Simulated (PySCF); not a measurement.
Several structures and their simulated spectra, in scrambled order.

A. `InChI=1S/C5H3ClFN/c6-5-4(7)2-1-3-8-5/h1-3H`
B. `Cc1ncc([SiH3])cp1`
C. `C(OC)c1cnoc1Cl`
D. SMILES c1ccc2[nH]ncc2c1

Spectrum 1. 1H NMR (500 MHz, computed): δ 9.86 (m, 1H), 9.22 (m, 1H), 4.53 (s, 3H), 3.10 (m, 3H). 13C{1H} NMR (computed): δ 205.8 (C), 185.2 (CH), 156.3 (CH), 127.7 (C), 33.9 (CH3).

Spectrum 2. 1H NMR (500 MHz, computed): δ 8.25 (s, 1H), 4.19 (s, 2H), 3.62 (s, 3H). 13C{1H} NMR (computed): δ 169.5 (C), 156.6 (CH), 120.7 (C), 67.0 (CH2), 61.3 (CH3).

Spectrum 3. 1H NMR (500 MHz, computed): δ 8.51 (d, 1H), 7.69 (m, 1H), 7.31 (m, 1H). 13C{1H} NMR (computed): δ 165.4 (C), 150.7 (C), 149.9 (CH), 130.6 (CH), 127.9 (CH).

Spectrum 4. 1H NMR (500 MHz, computed): δ 9.57 (br s, 1H), 8.12 (m, 1H), 8.10 (d, 1H), 7.67 (m, 1H), 7.66 (m, 1H), 7.50 (m, 1H). 13C{1H} NMR (computed): δ 144.4 (C), 137.7 (CH), 131.0 (CH), 129.1 (C), 126.2 (CH), 125.6 (CH), 112.8 (CH).

Isolated molecule, single conformer, averaged over atoms made equivalent by symmetry, fast rotation or ring inversion, non-relativistic Hamiltonian. Shielding tensors at PBE0/pcSseg-1 (GIAO); geometry from GFN2-xTB; PySCF.

Chemical shifts δ = σref − σ; 1H, 13C against TMS, all at this level. Splittings of carbon signals by F and P are missing where no couplings were computed. Where no couplings were computed, multiplicities follow the n + 1 count of equivalent neighbours, and m marks all less simple cases (inequivalent or close neighbours, rings, F or P nearby). Shifts are as computed. Against solution values, carbons near 30 ppm lie about +3 ppm off and those near 130 ppm about +5 ppm; carbons on Cl a further +6 ppm. Of 1211 compounds with measured shifts, 218 miss one by over three times the rms of a fit or turn the order of signals round; such compounds aren't used in these exercises. Carbons bonded to Cl come out too deshielded. OH and NH positions are gas-phase values without hydrogen bonding to other molecules.

Which spectrum belongs to which compound?

Results:

1–B, 2–C, 3–A, 4–D.

- Spectrum 1 (B): 5 13C signals; δC 156.3 is an aromatic CH next to a ring nitrogen; δC 33.9 is a methyl carbon on an aromatic ring.
- Spectrum 2 (C): 5 13C signals; δC 156.6 is an aromatic CH next to a ring nitrogen; δC 67.0 is an sp3 CH2 bonded to O, on an aromatic ring.
- Spectrum 3 (A): 5 13C signals; δC 165.4 is an aromatic carbon bearing fluorine; δC 149.9 is an aromatic CH next to a ring nitrogen.
- Spectrum 4 (D): 7 13C signals; δC 131.0 is an aromatic CH; δC 126.2 is an aromatic CH.
